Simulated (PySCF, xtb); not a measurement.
trans-(1R,2R)-1-chloro-2-ethynylcyclopropane (C5H5Cl), SMILES C#C[C@@H]1[C@H](Cl)C1.

GFN2-xTB (xtb 6.7.1) at its own geometry gives an orbital gap of 6.08 eV and a dipole moment of 2.01 D.

Geometry: PBE0-D3(BJ)/def2-SVP.

Q: What does M06-2X/def2-TZVP (PySCF) give? (The exact figures need the calculation; the answer reports its results.)

A: gap 9.95 eV (levels -8.59 and 1.35 eV), dipole 1.90 D.
